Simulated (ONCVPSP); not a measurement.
## Pseudopotential generation for B: ONCV, PBE, fully relativistic.

```json
{
 "Element": "boron (B)",
 "Generator": "ONCVPSP 4.0.1",
 "Type": "optimised norm-conserving Vanderbilt (ONCV)",
 "Functional": "PBE",
 "Relativity": "fully relativistic",
 "Frozen core": "[He]",
 "Valence charge": "3",
 "Reference configuration": "2s2 (charge +1)",
 "Partial waves": "2s: rc 1.30 bohr, ncon 4, nbas 9, qcut 6.1 1/bohr, 2 projectors, debl 3.5 Ha; p scattering state at 0.21 Ha: rc 1.20 bohr, ncon 3, nbas 6, qcut 7 1/bohr, 2 projectors, debl 0.7 Ha",
 "Local potential": "polynomial inside 0.80 bohr (lpopt 5, dvloc0 0 Ha)",
 "Core correction": "Teter function, fcfact 1.75, rcfact 1.05"
}
```

Open shells are filled in proportion to 2j + 1.

In the p channel the program set the typed energies aside and used 0.050, 0.750 Ha (j = l + 1/2; the other j can differ).

Problem. Does the generator finish with these settings?

Solution. Yes, a potential is produced and its reference levels are reproduced.

Problem. Estimate the cutoffs (Ha) at which the residual kinetic energy of the hardest occupied pseudo-wave falls to 1 and 0.1 mHa per electron.

Solution. 13 Ha and 17 Ha.

Problem. What does a ghost test show?

Solution. No bound ghost flagged; no localised positive-energy state flagged.

Problem. Tests: 2s2 2p1; 2s1; 2s2 2p0.5; 2s0 2p3. Which has the largest error in its energy relative to the reference configuration, and how large is it?

Solution. 2s0 2p3, with +88 meV (all-electron minus pseudo) on +3.50 eV.
